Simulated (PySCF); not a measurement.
Computed IR spectrum (relative IR intensity) of a molecule C3H11NSi2. Geometry: PBE-D3(BJ)/def2-SVP. One conformer was computed; it need not be the lowest. All values below come from PBE-D3(BJ)/def2-SVP run with PySCF. Frequencies are harmonic and unscaled.

Lines under 2 % of the strongest are left out, and lines within 2 cm⁻¹ are merged.

ν (cm⁻¹): 151 (w), 273 (vw), 427 (s), 486 (vw), 590 (w), 615 (w), 637 (w), 646 (w), 691 (w), 739 (w), 799 (vw), 822 (vw), 847 (m), 882 (vs), 894 (vw), 899 (m), 904 (m), 920 (w), 931 (m), 945 (w), 1109 (m), 1199 (w), 1366 (vw), 1499 (w), 2106 (m), 2145 (m), 2155 (m), 2168 (m), 2173 (m), 2968 (vw), 3044 (vw), 3478 (w), 3569 (w) (against the strongest line: vs over 80 %, s over 45 %, m over 15 %, w over 4 %, vw less)

Q: Pick the molecule that these values belong to.
(A) C=C([SiH3])C[SiH2]N
(B) CNC1[SiH2]C[SiH2]1
(C) [SiH3][SiH2]N1CCC1
(D) C=C[Si@@H](N)[SiH2]C

A: A, C=C([SiH3])C[SiH2]N
